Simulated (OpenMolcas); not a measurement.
## Fe4+ in a point-charge field

Fe4+ among 5 point charges of -2.5 e arranged as a square pyramid (C4v), 2.14 Å from the ion, with the axial distance 2.525 Å.

```json
{"Program": "OpenMolcas 26.06", "Method": "CASSCF", "Basis": "ANO-RCC-VTZP [6s5p3d2f1g]", "Scalar Hamiltonian": "DKH2, point nucleus", "Active space": "4 electrons in 5 orbitals (3d)", "State averaging": "2S+1 = 5 even, 5 roots; 2S+1 = 3 even, 45 roots; 2S+1 = 1 even, 50 roots", "Spin-orbit coupling": "state interaction with AMFI integrals over the reference wave functions"}
```

The lowest spin-free states, above the lowest:

```csv
State,Degeneracy,E (cm-1),Free-ion L (%)
2S+1 = 5,1,0.0,D (100)
2S+1 = 5,1,1840,D (100)
2S+1 = 5,2,6272,D (100)
2S+1 = 5,1,7106,D (100)
2S+1 = 3,1,28114,H (86)
2S+1 = 3,2,28249,H (85)
2S+1 = 3,1,28567,H (86)
2S+1 = 3,1,29767,H (81)
2S+1 = 3,2,29801,H (87)
2S+1 = 3,1,29848,H (90)
2S+1 = 3,1,30344,H (87)
2S+1 = 3,2,32416,P (43)
2S+1 = 3,1,32696,P (93)
2S+1 = 3,2,32921,H (65)
2S+1 = 3,1,33793,F (89)
2S+1 = 3,2,33921,F (77)
2S+1 = 3,1,34012,F (88)
2S+1 = 3,1,35718,F (78)
2S+1 = 3,2,36371,F (45)
2S+1 = 3,1,36994,G (87)
```

The lowest levels with spin-orbit coupling:

```tsv
E (cm-1)	Degeneracy	2S+1	g
0.0	1	5	
0.3	1	5	
119.0	2	5	0.00 0.00 2.82
162.1	1	5	
1994	1	5	
2038	2	5	0.00 0.00 5.19
2161	1	5	
2161	1	5	
6029	2	5	0.00 0.00 5.27
6032	1	5	
6327	1	5	
6359	2	5	0.00 0.00 2.87
6464	1	5	
6470	1	5	
6736	2	5	0.00 0.00 10.00
7417	1	5	
7418	1	5	
7516	2	5	0.00 0.00 3.86
7545	1	5	
28094	1	3
```

Powder χT (cm3 K/mol): 1.11 at 2 K, 1.2 at 10 K, 1.64 at 50 K, 2 at 100 K, 2.28 at 200 K, 2.39 at 300 K. The effective moment at 300 K is 2.828 √(χT) = 4.37 μB.

The lowest level has 2S+1 = 5, for which the spin-only value is χT = S(S+1) / 2 = 3.000 cm3 K/mol (g = 2). The computed 2.392 at 300 K differs by -0.608, through orbital momentum, spin-orbit coupling and any other state in reach.

Without dynamic correlation the repulsion within the d shell is too large (B by tens of per cent), so at a given field states of lower spin stand too high. Point charges give a weaker field than real ligands, and real ions of this kind are often low spin; the high spin found here belongs to the model. This is an electrostatic model: the charges have no orbitals. An unlabelled pair can be two single states that coincide in this model. No measured value stands beside these numbers.

With an even number of electrons the g values are those of a degenerate or nearly degenerate non-Kramers pair.
